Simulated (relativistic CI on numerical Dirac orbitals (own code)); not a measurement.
Method of calculation: Dirac-Coulomb-Breit CI, orbitals from a KLI potential per configuration, QED by a radiative potential, unscaled Slater integrals (own radial code, finite nucleus).

The strongest absorption lines from the ground level of an ion, among the configurations computed and to levels below about 3140 eV (vacuum wavelength in Å, gf): 3.9934 (0.41), 3.9952 (0.43), 12.988 (1.5), 13.035 (0.37), 13.768 (0.37), 25.018 (0.4), 25.393 (1.1), 25.809 (0.61).

**Question.** Which ion is it?
A. Pt LX
B. Bi LXV
C. Ta LV
D. Ra LXX

**Answer.** B. Bi LXV has 19 electrons and the ground level 3s2 3p6 3d 2D_3/2; the strongest line goes to 3s2 3p5 3d2 2D°_3/2. The pattern of lines fixes the number of electrons, and along that sequence the line energies rise steadily with the charge (about as its square where n changes within one kind of shell, about linearly where n is kept but much faster in heavy ions where fine structure, which grows about as Z⁴, sets the gap, and irregularly where shells cross), which fixes Z. Configurations outside the model, such as inner-shell arrays, can give stronger lines. At this charge energies of transitions that change n are usually good to better than 1 %, and those within a shell (Δn = 0) to a few per cent.

LS names give the leading component of a level, which can be under half, so a name can repeat, a term be missing and a line seem to break the LS rules.
